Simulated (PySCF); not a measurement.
C₂H₅Se, SMILES CC[Se], multiplicity 2.

The structure is a stationary point at B3LYP-D3(BJ)/def2-SVP. The isomer is the one that the SMILES or the coordinates give; other isomers of the formula were not compared.

These are PBE/def2-TZVPD in PySCF values and carry that method's errors.

Isolated molecule, no solvent.

```yaml
total_energy: -2480.29655 hartree
point_group: Cs
"α spin, highest occupied and lowest empty level": -5.48 and -0.74 eV
"β spin, highest occupied and lowest empty level": -5.18 and -4.89 eV
dipole_moment: 1.71 D
quadrupole, principal values (traceless, Buckingham form, about the centre of nuclear charge): -3.27, 1.57, 1.70 D·Å
mean_static_polarisability: 58.1 bohr³ (8.60 Å³)
polarisability_principal_values: 47.2, 54.9, 72.1 bohr³
"⟨S²⟩": 0.753 (pure state 0.75)
```
